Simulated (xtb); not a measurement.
Ta(O)2(OH) (HO₃Ta), SMILES [OH][Ta](=[O])=[O], multiplicity 1. All values are semi-empirical tight-binding results from xtb (GFN2-xTB unless named), good for trends rather than for accurate numbers. Coordinates come from a GFN2-xTB optimisation. The spin state was assumed, not searched. The values are those of a single conformer.

Optimised geometry:

```xyz
5

Ta     0.0190    -0.0042     0.0000
O      0.9765     0.0128     1.4663
O      0.9765     0.0128    -1.4663
O     -1.7838     0.0100     0.0000
H     -2.7412     0.0185     0.0000
```
Charge 0, spin multiplicity 1.

For metal compounds this method's bond lengths and energies can be far off.

Problem. Estimate the properties. (The exact figures need the calculation; the answer reports its results.)

Solution. 
```
Quantity                                      Result
-------------------------------------  -------------
point group as xtb finds it                      C2v
orbital gap                                  0.83 eV
zero-point energy                       9.7 kcal/mol
G − E(el) at 298.15 K (modified RRHO)  -9.4 kcal/mol
```

Computed atomic charges and the Wiberg bond orders between heavy atoms:
charges (e) Ta1 1.22, O2 -0.49, O3 -0.49, O4 -0.59, H5 0.34. Bond orders Ta1–O2 1.97, Ta1–O3 1.97, Ta1–O4 1.14.
